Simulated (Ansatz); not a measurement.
`C[CH2][In]([Cl])[Cl]` + HCl → `[Cl][In]([Cl])[Cl]` + `CC` at 298.15 K and 1 bar (ligand exchange at the In–C bond).

Isolated molecules relaxed with PBE0-D4/def2-TZVP in Ansatz; ΔE leaves out vibrations. CCSD(T)/CBS is the MP2 limit (def2-TZVPP, def2-QZVPP) plus CCSD(T) − MP2 in def2-TZVPP, frozen cores. This one scheme is used for every species. def2 core potentials past Kr. For In outer-core shells are correlated without core-valence functions, which leaves a few kJ/mol of doubt a bond. One conformer a species, not always the lowest.

```
               species  CCSD(T)/CBS energy (Eh)  H − E (kJ/mol)  S (J/(mol·K))
`C[CH2][In]([Cl])[Cl]`              -1188.59496           199.8          406.5
                   HCl               -460.38127            26.6          186.8
  `[Cl][In]([Cl])[Cl]`              -1569.29867            26.9          341.0
                  `CC`                -79.71954           207.7          227.7
```

H − E and S are ideal-gas, rigid-rotor, harmonic terms from PBE0-D4/def2-TZVP, for one conformer and one mirror image of each species. 1 Eh = 2625.50 kJ/mol, R = 8.31446 J/(mol·K).

**Question.** By hand: ΔE, ΔH, ΔS and ΔG.

**Answer.** ΔE = (-1569.29867) + (-79.71954) − (-1188.59496) − (-460.38127) = -0.04198 Eh = -110.2 kJ/mol. Δ(H − E) = 26.9 + 207.7 − 199.8 − 26.6 = 8.2, so ΔH = -102.0 kJ/mol. ΔS = 341.0 + 227.7 − 406.5 − 186.8 = -24.6 J/(mol·K). ΔG = -102.0 − 298.15 × (-24.6)/1000 = -94.7 kJ/mol.

**Question.** By hand: the equilibrium constant, and the temperature at which ΔG would vanish if ΔH and ΔS stayed fixed.

**Answer.** log₁₀ K = −ΔG/(RT ln 10) = 16.6. ΔG = 0 at ΔH/ΔS = 4146 K, far beyond where these terms or the molecules hold.

ΔH outweighs TΔS. A doubt of 5 kJ/mol in ΔE shifts log₁₀ K by 0.9 here. Other conformers and mirror images would add mixing entropy, several J/(mol·K) or more a flexible species. Modes under 60 cm⁻¹, often nearly free rotors, make the harmonic entropy too high. These are equilibria of isolated gas molecules and say nothing of rates. Largest T1 diagnostic: 0.012 (customary marks: 0.02 for closed shells, 0.045 for open ones).
